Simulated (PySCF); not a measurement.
LDA on O⁻ (oxygen, charge -1), [He] 2s2 2p5, 2P determinant. Calculation: PySCF 2.14, in dyall-av3z; no relativity, point nucleus.

```
cycle= 1 E= -74.5822884661159  delta_E= 0.00633  |g|= 0.217  |ddm|= 0.319
cycle= 2 E= -74.4704455402279  delta_E= 0.112  |g|= 0.581  |ddm|= 0.419
cycle= 3 E= -74.6021548969861  delta_E= -0.132  |g|= 0.097  |ddm|= 0.199
cycle= 4 E= -74.6072854386373  delta_E= -0.00513  |g|= 0.00776  |ddm|= 0.0751
cycle= 5 E= -74.6073129417736  delta_E= -2.75e-05  |g|= 0.00131  |ddm|= 0.00393
cycle= 6 E= -74.6073139450976  delta_E= -1e-06  |g|= 0.000412  |ddm|= 0.00153
cycle= 7 E= -74.6073140247798  delta_E= -7.97e-08  |g|= 5.15e-05  |ddm|= 0.000199
cycle= 8 E= -74.6073140260456  delta_E= -1.27e-09  |g|= 9.25e-07  |ddm|= 3.01e-05
cycle= 9 E= -74.6073140260459  delta_E= -3.69e-13  |g|= 1.05e-07  |ddm|= 7.88e-07
converged SCF energy = -74.6073140260459  <S^2> = 0.76175767  2S+1 = 2.0117233
```

Highest occupied orbital energy: 2.294 eV; ⟨L²⟩ = 2.02; populations by l: s 4.00, p 5.00, d 0.00, f 0.00.

Problem. Can this result be used?

Solution. With care. Self-consistency was reached. At LDA the highest occupied level has a positive energy, so only the finite basis holds that electron; in a semilocal or global hybrid functional this comes from self-interaction and does not mean that the real anion is unbound.
